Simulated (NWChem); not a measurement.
SiHClF₂; SMILES F[SiH](F)Cl

```xyz
5

Si     0.3578     0.4400     0.0000
F     -0.2919     1.1192    -1.2881
F     -0.2919     1.1192     1.2881
Cl    -0.0976    -1.5516     0.0000
H      1.8126     0.6345     0.0000
```
Atoms are numbered in this order, from 1.

Level: B3LYP/6-31G* (spherical d) (NWChem), optimised geometry, unscaled harmonic frequencies. 

Q: List the harmonic frequencies with IR intensities, and the thermochemistry.

A: 
| frequency (cm⁻¹) | IR intensity (km/mol) |
|---|---|
| 224 | 4.9 |
| 272 | 10.5 |
| 362 | 37.7 |
| 567 | 98.6 |
| 840 | 91.1 |
| 855 | 14.3 |
| 914 | 252.4 |
| 1014 | 204.7 |
| 2374 | 94.5 |

- zero-point energy: 10.6 kcal/mol
- thermal correction to the enthalpy at 298.15 K (with zero-point energy): 14.1 kcal/mol
- heat capacity Cv: 14.1 cal/(mol K)
- entropy at 298.15 K and 1 atm (symmetry number 1): 71.5 cal/(mol K)
- dipole moment: 1.34 D

Rigid rotor and harmonic oscillator.
